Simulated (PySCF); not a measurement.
**Checking a proposed structure**

A compound C6H9N3 gives the data below (simulated from a calculation) and was assigned the structure `CC(C)c1cnncn1`.

$^{13}$C{$^{1}$H} NMR (computed): δ 187.4 (C), 172.7 (CH, 2C), 47.5 (CH2), 30.8 (CH2), 18.0 (CH3).

$^{1}$H NMR (500 MHz, computed): δ 9.29 (s, 2H), 2.89 (t, 2H), 1.74 (m, 2H), 1.25 (t, 3H).

Theoretical values (PySCF 2.14.0 with density-fitted response routines): geometry: GFN2-xTB, shielding tensors at PBE0/pcSseg-1 (GIAO). In vacuum, one averaged value for each set of equivalent atoms, non-relativistic, a single conformation.

Referencing at the same level of theory: $^{1}$H, $^{13}$C vs TMS.

Q: Compare with the shifts computed for the proposed structure, pairing carbons in order of shift.

A: Numbering as in the mapped SMILES `[CH3:1][CH:2]([CH3:3])[c:4]1[cH:5][n:6][n:7][cH:8][n:9]1`. Hydrogens are named by the atom that carries them.

| atom | computed for proposal | given list | difference |
| --- | --- | --- | --- |
| C4 | 172.6 | 187.4 | -14.8 |
| C8 | 162.6 | 172.7 | -10.1 |
| C5 | 157.2 | 172.7 | -15.5 |
| C2 | 37.9 | 47.5 | -9.6 |
| C1 | 25.4 | 30.8 | -5.4 |
| C3 | 25.4 | 18.0 | +7.4 |

The rms difference is 11.1 ppm and the largest -15.5 ppm at C5 (aromatic CH next to a ring nitrogen). The carbon types in order of shift don't match either: C, CH, CH, CH, CH3, CH3 for the proposal against C, CH, CH, CH2, CH2, CH3 in the data. The proposal doesn't fit.

Q: Which isomer fits?

A: SMILES C1=NC(CCC)=NC=N1.

Carbon types of the structure: 1 × C, 2 × CH, 2 × CH2, 1 × CH3, which accounts for all hydrogens. δC 187.4: substituted aromatic carbon next to a ring nitrogen. δC 172.7: aromatic CH between two ring heteroatoms. δC 18.0: methyl carbon; a saturated carbon with 1 carbon neighbour and no heteroatom attached. δH 9.29: hydrogen on an aromatic CH between two ring heteroatoms; aromatic region.

The data come from this structure; uniqueness wasn't tested.

Shifts are as computed. Against solution values, carbons near 30 ppm lie about +3 ppm off and those near 130 ppm about +5 ppm. Of 1211 compounds with measured shifts, 218 miss one by over three times the rms of a fit or turn the order of signals round; such compounds aren't used in these exercises. Multiplicities follow the n + 1 count of equivalent neighbours, as no J values were calculated; m marks all less simple cases, F and P coupling included.
